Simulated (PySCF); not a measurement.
H$_{7}$NSSi$_{2}$ (SMILES N[SiH2]S[SiH3]), singlet, geometry from GFN2-xTB. Base run: PBE0/6-31G, polarisability run with PySCF.

Input for PySCF:
```python
from pyscf import gto, scf, dft
from pyscf.prop import polarizability

mol = gto.Mole()
mol.atom = '''
    Si    1.44486497   -1.19347556    1.14358929
    S     0.63546973   -0.34605894   -0.64109971
    Si   -1.09597578    0.76877889    0.04465409
    N    -1.91741155    1.53093758   -1.25317540
    H     0.44271710   -2.06683452    1.74426781
    H     1.78516210   -0.11347505    2.06318944
    H     2.61033911   -1.91738454    0.66974168
    H    -2.01828024   -0.18177172    0.64716082
    H    -0.61722364    1.81632271    0.93379421
    H    -1.45007074    2.28361860   -1.73426389
    H    -2.38272696    0.94565799   -1.92947450
'''
mol.basis = '6-31g'
mol.verbose = 4
mol.build()

mf = dft.RKS(mol)
mf.xc = 'pbe0'
mf.kernel()
alpha = mf.Polarizability().polarizability()[2, 2]
print('alpha_zz =', alpha)
```

### Question
The base was run again with changes. Order these runs by alpha_zz (bohr³), lowest first: basis = cc-pVDZ | functional = camb3lyp | basis = STO-3G | basis = 6-31+G* | basis = def2-SVP | functional = pbe.

### Answer
basis = STO-3G (alpha_zz (bohr³) 33.29), functional = camb3lyp (alpha_zz (bohr³) 63.28), basis = def2-SVP (alpha_zz (bohr³) 66.44), functional = pbe (alpha_zz (bohr³) 66.70), basis = cc-pVDZ (alpha_zz (bohr³) 69.18), basis = 6-31+G* (alpha_zz (bohr³) 72.63)

Finite-field rows take the second difference of the energy in a field along z; a small field with loose convergence shows SCF noise divided by the square of the field, and a large one adds hyperpolarisability.
